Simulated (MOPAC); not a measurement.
MOPAC input (PM6):

```
PM6 1SCF UHF MS=0.5 GEO-OK AUX(PRECISION=9) THREADS=1
H2Ga

Ga    0.03908312 1    0.00901922 1    0.02739589 1
H    -0.34102489 1   -1.49850867 1   -0.35503713 1
H    -0.87055175 1    1.21891281 1   -0.49423555 1
```

**Question.** What heat of formation does the run end on, and which ionisation energy by Koopmans theorem?

**Answer.** 53.15 kcal/mol; 8.77 eV.
